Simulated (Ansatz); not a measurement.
`C=CB[SeH]` + H₂ → `B[SeH]` + `C=C` at 500 K and 1 bar (hydrogenolysis of a B–C bond).

Program: Ansatz. Geometries: PBE0-D4/def2-TZVP. ΔE: electronic, gas phase. CCSD(T)/CBS is the MP2 limit (def2-TZVPP, def2-QZVPP) plus CCSD(T) − MP2 in def2-TZVPP, frozen cores. This one scheme is used for every species. For Se outer-core shells are correlated without core-valence functions, which leaves a few kJ/mol of doubt a bond. Scalar relativity is left out up to krypton. One conformer a species, not always the lowest.

```
    species  CCSD(T)/CBS energy (Eh)  H − E (kJ/mol)  S (J/(mol·K))
`C=CB[SeH]`              -2504.61289           205.2          368.1
         H₂                 -1.17544            41.0          145.5
   `B[SeH]`              -2427.30556            99.1          288.4
      `C=C`                -78.48111           155.1          245.3
```

H − E and S are ideal-gas, rigid-rotor, harmonic terms from PBE0-D4/def2-TZVP, for one conformer and one mirror image of each species. The MP2-based limit puts H₂ 0.8 mEh under its directly extrapolated value; such offsets cancel only in part. 1 Eh = 2625.50 kJ/mol, R = 8.31446 J/(mol·K).

Question: By hand: ΔE, ΔH, ΔS and ΔG.

Answer: ΔE = (-2427.30556) + (-78.48111) − (-2504.61289) − (-1.17544) = 0.00166 Eh = 4.4 kJ/mol. Δ(H − E) = 99.1 + 155.1 − 205.2 − 41.0 = 8.0, so ΔH = 12.4 kJ/mol. ΔS = 288.4 + 245.3 − 368.1 − 145.5 = 20.1 J/(mol·K). ΔG = 12.4 − 500 × (20.1)/1000 = 2.3 kJ/mol.

Question: By hand: the equilibrium constant, and the temperature at which ΔG would vanish if ΔH and ΔS stayed fixed.

Answer: log₁₀ K = −ΔG/(RT ln 10) = -0.2. ΔG = 0 at ΔH/ΔS = 617 K.

TΔS isn't small against ΔH here. The sign of ΔG lies within the doubt. A doubt of 5 kJ/mol in ΔE shifts log₁₀ K by 0.5 here. Other conformers and mirror images would add mixing entropy, several J/(mol·K) or more a flexible species. These are equilibria of isolated gas molecules and say nothing of rates. Largest T1 diagnostic: 0.013 (customary marks: 0.02 for closed shells, 0.045 for open ones).
